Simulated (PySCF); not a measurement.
Isomers C₈H₉OP:

A. SMILES Cc1cpcc(C)c1C=O
B. `O=Cc1pc(C)cc(C)c1`
C. SMILES C(c1c(C#C)pc(C)o1)C

Spectrum 1. $^{1}$H NMR (300 MHz, computed): δ 10.24 (m, 1H), 7.97 (m, 1H), 7.93 (m, 1H), 2.97 (m, 3H), 2.73 (s, 3H). $^{13}$C{$^{1}$H} NMR (computed): δ 197.6 (CH), 186.0 (C), 175.1 (C), 145.5 (C), 144.1 (CH), 142.9 (CH), 28.7 (CH3), 26.1 (CH3).

Spectrum 2. $^{1}$H NMR (300 MHz, computed): δ 3.21 (s, 1H), 3.03 (q, 2H), 2.73 (m, 3H), 1.31 (t, 3H). $^{13}$C{$^{1}$H} NMR (computed): δ 203.0 (C), 178.3 (C), 123.0 (C), 94.5 (CH), 81.7 (C), 27.8 (CH2), 21.3 (CH3), 16.2 (CH3).

Spectrum 3. $^{1}$H NMR (300 MHz, computed): δ 11.17 (s, 1H), 8.97 (m, 2H), 3.05 (s, 6H). $^{13}$C{$^{1}$H} NMR (computed): δ 198.5 (CH), 165.7 (CH), 152.9 (C), 131.6 (C), 29.6 (CH3).

One conformer, relativity neglected, no solvent model, fast rotation and ring inversion assumed for equivalent nuclei. Geometry: GFN2-xTB; GIAO PBE0/pcSseg-1 shieldings; PySCF 2.14.

δ = σ(ref) − σ, references computed at the same level: $^{1}$H and $^{13}$C vs TMS. Splittings of carbon signals by F and P are missing where no couplings were computed. Where no couplings were computed, multiplicities follow the n + 1 count of equivalent neighbours, and m marks all less simple cases (inequivalent or close neighbours, rings, F or P nearby). Shifts are as computed. Against solution values, carbons near 30 ppm lie about +3 ppm off and those near 130 ppm about +5 ppm. Of 1211 compounds with measured shifts, 218 miss one by over three times the rms of a fit or turn the order of signals round; such compounds aren't used in these exercises.

Q: Which spectrum belongs to which compound?

A: 1–B, 2–C, 3–A.

- Spectrum 1 (B): 8 $^{13}$C signals; δC 197.6 is an aldehyde carbonyl carbon; δC 28.7 is a methyl carbon on an aromatic ring.
- Spectrum 2 (C): 8 $^{13}$C signals; δC 94.5 is a terminal alkyne carbon; δC 81.7 is an alkyne carbon.
- Spectrum 3 (A): 5 $^{13}$C signals; δC 198.5 is an aldehyde carbonyl carbon; δC 29.6 is a methyl carbon on an aromatic ring.
